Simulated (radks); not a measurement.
Question: Ionisation of the mercury ion Hg2+, [Xe] 4f14 5d10, to [Xe] 4f14 5d9 as the strength of local exchange is varied. Method: Dirac Kohn-Sham, Slater X-alpha exchange (alpha = 2/3 is LDA exchange), no correlation, spin-unpolarised, spherical densities, point nucleus; computed with a radial shooting solver on a logarithmic mesh with Libxc functionals.

| alpha | E(Hg2+) (hartree) | exchange (hartree) | IE (eV) | -e of the level emptied (eV) | <r> of it (bohr) |
|---|---|---|---|---|---|
| 0.594 | -19603.4085 | -314.6874 | 31.973 | 25.447 (5d5/2) | 1.496 |
| 0.667 | -19642.1224 | -354.0964 | 33.412 | 26.780 (5d5/2) | 1.475 |
| 0.668 | -19642.6533 | -354.6373 | 33.432 | 26.798 (5d5/2) | 1.475 |
| 0.744 | -19683.0449 | -395.8387 | 34.970 | 28.228 (5d5/2) | 1.454 |
| 0.94 | -19787.6147 | -502.8969 | 39.127 | 32.117 (5d5/2) | 1.405 |
| 0.996 | -19817.5981 | -533.6970 | 40.364 | 33.280 (5d5/2) | 1.392 |
| x | -19705.9366 | -419.2271 | 35.859 | 29.057 (5d5/2) | 1.443 |

Which alpha was used in the last row?

Answer: alpha = 0.787. NIST Atomic Spectra Database: 34.49 eV (measured). The Delta-SCF value meets it near alpha = 0.72. Spin polarisation and multiplet splitting are left out, so open shells lie too high by an amount that depends on their filling.

Beside tabulated values, note that spin-unpolarised runs miss the spin-polarisation part of the exchange energy of open shells.
